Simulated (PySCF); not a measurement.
**How methods differ on the excitation energy of B⁺**

B⁺ [He] 2s2 (1S) → B⁺ [He] 2s1 3s1 (3S), as a difference of total energies. Calculation: PySCF 2.14, in aug-cc-pVDZ-DK (4s3p2d, 23 functions); the spin-free X2C one-electron Hamiltonian (Gaussian nucleus). Correlated levels: valence: 1s2 frozen. The calculations carry no spin-orbit coupling.

| method | excitation energy (eV) |
| --- | --- |
| UHF | 14.848 |
| LDA | 15.615 |
| PBE | 15.652 |
| PBE0 | 15.656 |
| r2SCAN | 15.526 |
| TPSSh | 15.811 |
| B3LYP | 15.876 |
| PBEsol | 15.531 |
| HSE06 | 15.656 |
| MP2 (valence) | 15.659 |
| SCS-MP2 (valence) | 15.888 |

Q: How much does correlation contribute at MP2 (valence)?

A: 15.659 − (14.848) = 0.811 eV, measured against UHF.

Errors of the correlated levels include the incompleteness of this basis and the frozen core.

For comparison: 16.090 eV (measured; NIST levels).
